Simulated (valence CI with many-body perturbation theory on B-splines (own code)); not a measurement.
Level structure of Sm XXIV

Level of theory: valence CI with perturbative core correlation (CI+MBPT): three valence electrons over a frozen Dirac-Fock core [Kr], a basis of 7 s, 7 p, 8 d, 6 f, 4 g, 1 h functions for each j, with the one-electron correlation potential Σ1, the two-electron term Σ2, the three-electron term Σ3, Breit, model QED; selected CI, second order for the rest, scaled by the run's own slope (own B-spline code, finite nucleus).

No measured spectrum was set against this ion. As an estimate, terms of the open shell hold to 2 to 4 % of their energy, and close levels can change places. Only levels of the ground parity were solved; by the run's estimate the other parity begins above the list, which can be wrong where configurations are misplaced.

Levels 1 to 19 of 19, with energies above the lowest level, (4d3/2^3) J=3/2. "Leading %" is the weight of the configuration and term that name the level; weights of strongly mixed levels are sums over their largest components and can fall short, so below about 35 % the name and the second component can differ from the true leading terms, or belong to a minority configuration. In the jj column 3d3/2^4 stands for four electrons in 3d with j = 3/2. Lifetimes count E1, E2, E3, M1 and M2 decay at the calculated energies, and are blank where another channel may lead or the interval is too uncertain; long ones can be off by a factor of two.

```csv
No.,Configuration,Term,J,E (cm⁻¹),Leading %,Lifetime,Leading jj
1,4d3,4F,3/2,0.0,67,,4d3/2^3 (88 %)
2,4d3,4F,5/2,35575,90,697 μs,4d3/2^2 4d5/2 (95 %)
3,4d3,4P,3/2,53722,44,676 μs,4d3/2^2 4d5/2 (91 %)
4,4d3,4F,7/2,54044,62,6.29 ms,4d3/2^2 4d5/2 (79 %)
5,4d3,2G,9/2,60139,42,379 ms,4d3/2^2 4d5/2 (91 %)
6,4d3,4P,1/2,62877,66,2.02 ms,4d3/2^2 4d5/2 (98 %)
7,4d3,2G,7/2,95589,60,266 μs,4d3/2 4d5/2^2 (85 %)
8,4d3,4P,5/2,95853,78,1.10 ms,4d3/2^2 4d5/2 (56 %)
9,4d3,4F,9/2,101310,52,468 μs,4d3/2 4d5/2^2 (83 %)
10,4d3,2D,3/2,113010,43,166 μs,4d3/2 4d5/2^2 (97 %)
11,4d3,2P,1/2,118700,66,300 μs,4d3/2 4d5/2^2 (98 %)
12,4d3,2H,11/2,124120,100,963 μs,4d3/2 4d5/2^2 (100 %)
13,4d3,2D,5/2,131790,86,417 μs,4d3/2 4d5/2^2 (63 %)
14,4d3,2F,5/2,138600,68,503 μs,4d3/2 4d5/2^2 (84 %)
15,4d3,2F,7/2,145370,89,609 μs,4d3/2 4d5/2^2 (93 %)
16,4d3,2G,9/2,157230,57,186 μs,4d5/2^3 (91 %)
17,4d3,2P,3/2,166140,53,178 μs,4d5/2^3 (64 %)
18,4d3,2D,3/2,204020,92,171 μs,4d3/2 4d5/2^2 (64 %)
19,4d3,2D,5/2,216850,73,96.1 μs,4d5/2^3 (82 %)
```

Where two levels of one J and parity lie close, their mixing, g and order are uncertain.

The ionisation energy to 4d2 3F_2 of the next ion comes out as 742.67 eV (NIST: 742 ± 4 eV (theoretical)). All 19 levels together are meant to be complete up to 225530 cm⁻¹.
